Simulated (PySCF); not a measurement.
Species: C3H4IN.
SMILES with atom numbers: `[CH2:1]=[N:2]/[CH:3]=[CH:4]\[I:5]` (hydrogens: H6, H7 on C1; H8 on C3; H9 on C4)

Theory: PBE0-D3(BJ)/def2-SVP geometry optimisation, gas phase, def2 core potentials past Kr in PySCF 2.14.0.

(1) What internal coordinates does the optimisation give?

## Answers

(1) 
```
 bond  length (bohr)
C1=N2          2.401
N2–C3          2.612
C3=C4          2.534
C4–I5          3.924
C1–H6          2.074
C1–H7          2.094
C3–H8          2.087
C4–H9          2.062
```

A selection of angles:
```
   angle  degrees
N2–C1–H6    119.3
N2–C1–H7    123.4
H6–C1–H7    117.3
C1–N2–C3    118.7
N2–C3–C4    123.7
N2–C3–H8    118.9
C4–C3–H8    117.4
C3–C4–I5    124.4
C3–C4–H9    121.3
I5–C4–H9    114.3
```

Torsions: C1–N2–C3–C4 -179° (antiperiplanar); N2–C3–C4–I5 0° (synperiplanar).

Of the pairs four or more bonds apart, H7···H8 is among the closest relative to their van der Waals radii: 2.30 Å, 96 % of the sum of Bondi's values. The 5 heavy atoms lie in one plane (0.004 Å rms). The C–N distances run from 1.270 Å (C1=N2, drawn double) to 1.382 Å (N2–C3, drawn single), a spread of 0.112 Å. N2 (imine nitrogen) is bent (angle 118.7°).

Point group: Cs (every atom within 0.08 Å of its image). No PBE0-D3(BJ)/def2-SVP frequencies stand behind this structure, so it isn't proved a minimum. One conformer, not necessarily the lowest.
